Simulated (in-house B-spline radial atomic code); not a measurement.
## Ionising the palladium ion Pd⁷⁺ with different functionals

Computed with an all-electron radial atomic-structure program (B-spline basis): scalar-relativistic (spin-free X2C) Hamiltonian, Fermi nucleus of rms radius 4.5318 fm, spin-polarised at highest spin, spherical fractional occupations for the functionals, and exact exchange of hybrids averaged over the configuration. The ionisation energy is the difference of two self-consistent energies, [Kr] 4d3 → [Kr] 4d2, without Breit or QED terms; ε is the level of the shell that loses the electron (its least bound occupied spin orbital). There is no spin-orbit coupling in this Hamiltonian.

```json
{"method": "PBE0", "rung": "global hybrid", "ΔSCF (eV)": "121.50", "-ε(4d) (eV)": "114.55"}
{"method": "B3LYP", "rung": "global hybrid", "ΔSCF (eV)": "121.43", "-ε(4d) (eV)": "113.94"}
{"method": "TPSSh", "rung": "global hybrid", "ΔSCF (eV)": "121.42", "-ε(4d) (eV)": "112.95"}
{"method": "BHandHLYP", "rung": "global hybrid", "ΔSCF (eV)": "121.29", "-ε(4d) (eV)": "116.88"}
{"method": "r2SCAN0", "rung": "global hybrid", "ΔSCF (eV)": "121.61", "-ε(4d) (eV)": "114.76"}
{"method": "B97-1", "rung": "global hybrid", "ΔSCF (eV)": "121.30", "-ε(4d) (eV)": "113.90"}
{"method": "HSE06", "rung": "range-separated hybrid", "ΔSCF (eV)": "121.46", "-ε(4d) (eV)": "114.10"}
{"method": "wB97X", "rung": "range-separated hybrid", "ΔSCF (eV)": "121.16", "-ε(4d) (eV)": "116.82"}
{"method": "CAM-B3LYP", "rung": "range-separated hybrid", "ΔSCF (eV)": "121.38", "-ε(4d) (eV)": "115.90"}
{"method": "LC-wPBE", "rung": "range-separated hybrid", "ΔSCF (eV)": "121.50", "-ε(4d) (eV)": "117.33"}
```

**Question.** Among the functionals, which spreads more, the ΔSCF values or the orbital energies?

**Answer.** The orbital energies: ΔSCF values span about 0.45 eV and the orbital energies 4.38 eV; here energy differences depend much less on the functional than eigenvalues do.

**Question.** How do they compare with the NIST value?

**Answer.** NIST lists 120 eV ± 2.1 (tabulated theory, ground level to ground level). Errors run from +1.16 to +1.61 eV; all lie within about twice that uncertainty, so the table can't rank the methods.
